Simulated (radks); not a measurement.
Values are calculated unless marked as measured or tabulated.
Problem. The mean radii <r> (bohr) of the occupied orbitals of an atom or ion are listed with their occupations. Code: a radial shooting solver on a logarithmic mesh with Libxc functionals. Model: scalar-relativistic Kohn-Sham, LDA (Slater exchange, Perdew-Wang correlation), spin-polarised, spherical densities, point nucleus.

orbital  occ.      <r>
1s up       1  0.06972
1s down     1  0.06971
2s up       1   0.3241
2s down     1   0.3237
2p up       3   0.2881
2p down     3   0.2878
3s up       1   0.8969
3s down     1   0.9006
3p up       2   0.9115

Name the element and its charge. Open shells, if any, are filled with parallel spins first.

Solution. Z = 22, titanium, charge +8: Ti8+ in [Ne] 3s2 3p2. The 1s radius gives Z: for a bare nucleus <r> = (2 gamma + 1)/(2Z) with gamma = sqrt(1 - (Z/c)^2), 0.06759 bohr for Z = 22, and screening makes it slightly larger (0.06972 here). The occupations add up to 14, and the charge is Z minus that.
